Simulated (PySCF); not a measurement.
Gas-phase equilibrium of 1 mol AsH₃, 9.6 mol H₂ at 2000 K and 0.133 bar, among 7 species (As, AsH₃, As₂, H, H₂, As₄, AsH₂). Only gases are allowed; each row takes one source of thermochemistry for all species, and Cantera finds the minimum.

Computed with PySCF and rigid-rotor harmonic-oscillator thermochemistry at 1 bar. † marks an energy on the PBE0/def2-TZVP geometry and frequencies. CCSD(T) freezes the core. Open shells (unrestricted) among the columns below: As (multiplicity 4), H (multiplicity 2), AsH₂ (multiplicity 2); the rest are closed-shell singlets. As: all electrons, no relativistic terms. AsH₂: computed as isolated molecules; such fragments, hydroxides, amides, oligomers or adducts are transient or little studied in the gas. CCSD(T) isn't extrapolated to the basis-set limit. The harmonic model lacks anharmonicity and excited electronic states, which grow with temperature; levels with a mode under 35 cm⁻¹ are left out.

Molecules larger than those listed are left out.

Mole fractions:

| thermochemistry | x H₂ | x As | x As₂ | x H | x As₄ | x AsH₂ | x AsH₃ |
|---|---|---|---|---|---|---|---|
| BLYP/def2-TZVP† | 0.95 | 0.0016 | 0.042 | 0.0046 | 2.8e-7 | 3.1e-5 | 4.5e-7 |
| CCSD(T)/def2-SVP† | 0.93 | 0.044 | 0.020 | 0.0096 | 1.3e-8 | 5.4e-5 | 9.6e-7 |
| PBE0/def2-SVP† | 0.94 | 0.010 | 0.037 | 0.011 | 4.4e-5 | 0.00023 | 6.6e-6 |
| r2SCAN/def2-TZVP† | 0.95 | 0.0056 | 0.040 | 0.0059 | 7.8e-5 | 0.00010 | 1.8e-6 |
| LDA/def2-TZVP† | 0.96 | 1.0e-4 | 0.040 | 0.0029 | 0.0014 | 6.7e-5 | 1.0e-5 |
| ωB97X-V/def2-TZVP† | 0.95 | 0.0045 | 0.040 | 0.0059 | 7.6e-5 | 0.00018 | 5.1e-6 |
The most sensitive of these is As₄: it spans a factor of 10^5.0 over these rows; at this temperature one factor of ten is RT ln 10 = 38 kJ/mol.
